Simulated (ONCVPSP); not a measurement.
Before and after: ONCV potential for Sn (Z = 50)

Sn (Z = 50), optimised norm-conserving Vanderbilt (ONCV), made with ONCVPSP 4.0.1 (revPBE, scalar-relativistic). Core [Kr] 4d10, reference 5s2 5p1 (charge +1). Waves: 5s: rc 2.05 bohr, ncon 4, nbas 7, qcut 3.2 1/bohr, local; 5p: rc 2.20 bohr, ncon 4, nbas 7, qcut 3.6 1/bohr, 3 projectors, debl 0.7 Ha; d scattering state at 0.14 Ha: rc 2.10 bohr, ncon 3, nbas 7, qcut 5.4 1/bohr, 2 projectors, debl 0.9 Ha. Local part: the s channel. Core correction: polynomial model core, fcfact 0.25.

Change: all radii but the core radius scaled by about 1.12 (s 2.30, p 2.46, d 2.36 bohr).

Cutoffs: the cutoffs (Ha) at which the residual kinetic energy of the hardest occupied pseudo-wave falls to 1 and 0.1 mHa per electron; they do not see the model core or the augmentation charge, which bear on the density cutoff. Errors are all-electron minus pseudo energies relative to the spin-unpolarised reference configuration.

Q: What does the change do?

A: The potential gets softer (10 Ha and 25 Ha → 7.9 Ha and 21 Ha); both files keep a bound ghost (d, p); of the 4 tests that both files solve, the error grows in 1 and shrinks in 0 by more than 15 % and 0.3 meV (median size 18.7 → 19.1 meV). A larger radius leaves more room for a smooth pseudo-wave, so fewer plane waves are needed.

```tsv
quantity	base	changed
cutoff, loose	10 Ha	7.9 Ha
cutoff, tight	25 Ha	21 Ha
loose cutoff by channel	s 10 Ha, p 5.5 Ha	s 7.9 Ha, p 5.2 Ha
bound ghosts	p, d	p, d
GHOST(+) flags under 300 eV	none	none
error for 5s2 5p2, meV [ΔE -6.81 eV]	-6.6	-6.4
error for 5s2 5p0, meV [ΔE 13.85 eV]	-31	-30
error for 5s1 5p0, meV [ΔE 44.65 eV]	-257	-261
error for 5s1 5p3, meV [ΔE 0.15 eV]	-5.9	-8.3
rms error of d²Exc/dni dnj with the model core, mHa	0.46	0.55
```

 A true bound ghost makes a file unfit for plane-wave use even where its test errors are small: the radial tests pick states by their node count and pass the ghost by.
